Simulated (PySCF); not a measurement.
C4H6F2, SMILES C[C@H](/C=C\F)F. Atoms are numbered in the order given.

```xyz
12

C     -1.7361    -0.6297    -0.1886
C     -0.7191     0.3867    -0.6765
F     -0.6243     1.3942     0.2809
C      0.6397    -0.2068    -0.9299
C      1.5046    -0.5387     0.0304
F      1.2295    -0.3890     1.3286
H     -1.3828    -1.0824     0.7499
H     -2.7034    -0.1379    -0.0054
H     -1.8790    -1.4279    -0.9326
H     -1.0791     0.8636    -1.6071
H      0.9593    -0.3781    -1.9619
H      2.5040    -0.9532    -0.1406
```

Geometry: r2SCAN-D4/def2-SVP. The structure was generated by enumeration; whether it is a known compound was not checked. One conformer was computed; it need not be the lowest.

The numbers are results of SMD-M06-2X/6-31G* run with PySCF, not measurements.

Solvation free energies are E(SMD) − E(gas) at the gas-phase geometry, for 1 M in both phases. In vacuum the dipole moment is 2.61 D.

```json
[
 {"solvent": "water", "ΔG(solv) (kcal/mol)": "-1.2", "its non-electrostatic (CDS) part": "4.3", "dipole (D)": "3.39"},
 {"solvent": "N,N-dimethylformamide", "ΔG(solv) (kcal/mol)": "-4.4", "its non-electrostatic (CDS) part": "0.9", "dipole (D)": "3.37"},
 {"solvent": "ethanol", "ΔG(solv) (kcal/mol)": "-4.8", "its non-electrostatic (CDS) part": "0.4", "dipole (D)": "3.35"}
]
```
